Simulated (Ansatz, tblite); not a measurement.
Forces on As4P at its B3LYP-D4/def2-SVP geometry. Charge 0, multiplicity 2.

The xTB rows come from tblite. Another isomer (doublet) lies 0.02 eV lower at PBE0-D4/def2-TZVP; other spin states weren't run for this one.

GFN1-xTB (tblite), largest force 1.35 eV/Å:

```xyz
5
positions Å, forces eV/Å
P    -0.447    0.936   -1.173    0.193   -0.945    0.939
As    0.146   -1.223    1.123   -0.384    0.746   -0.965
As    1.663    0.063   -0.420   -1.008    0.353    0.516
As   -1.588   -1.068   -0.638    0.909    0.604    0.375
As    0.225    1.293    1.107    0.290   -0.758   -0.864
```

GFN2-xTB (tblite), largest force 1.13 eV/Å:

```
P 0.255 -0.590 0.711
As -0.131 0.521 -0.545
As -0.897 0.436 0.540
As 0.383 0.300 0.123
As 0.390 -0.667 -0.829
```

PBE-D4/def2-TZVP (Ansatz), largest force 0.30 eV/Å:

```
P 0.091 -0.179 0.227
As -0.010 0.138 -0.123
As -0.195 0.034 0.033
As 0.130 0.127 0.022
As -0.015 -0.121 -0.159
```
